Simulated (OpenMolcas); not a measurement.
**Ionisation energies of holmium**

```yaml
Program: OpenMolcas 26.06
Basis: ANO-RCC-VDZP [7s6p4d2f1g]
Scalar_Hamiltonian: DKH2, point nucleus
Spin-orbit_coupling: state interaction with AMFI integrals over the reference wave functions, term energies averaged over their components
```

Active shells in each charge state: the valence f shell, with orbitals averaged over the low states. Where CASPT2's correlated closed shells are named, they are those of the first ion.

A. CASSCF
B. SS-CASPT2, IPEA 0.25 Eh, imaginary shift 0.1 Eh (closed shells correlated: 5s 5p)
C. SS-CASPT2, IPEA 0.25 Eh, imaginary shift 0.1 Eh (closed shells correlated: 4d 5s 5p)
D. SS-CASPT2, IPEA 0 Eh, imaginary shift 0.1 Eh (closed shells correlated: 5s 5p)

Energies in eV between the lowest computed levels, named as in B; reference values from the NIST Atomic Spectra Database with their kind.

| From | To | A | B | C | D | Spin-orbit share in B | Reference |
| --- | --- | --- | --- | --- | --- | --- | --- |
| Ho2+ 4f¹¹ ⁴I°_15/2 | Ho3+ 4f¹⁰ ⁵I₈ | 18.564 | 22.998 | 23.056 | 23.014 | -0.237 | 22.790 (semi-empirical) |
| Ho3+ 4f¹⁰ ⁵I₈ | Ho4+ 4f⁹ ⁶H°_15/2 | 39.974 | 43.590 | 43.622 | 43.638 | +0.254 | 42.520 (semi-empirical) |

The lowest level within the active space need not be the ion's true ground level.

° marks odd parity.
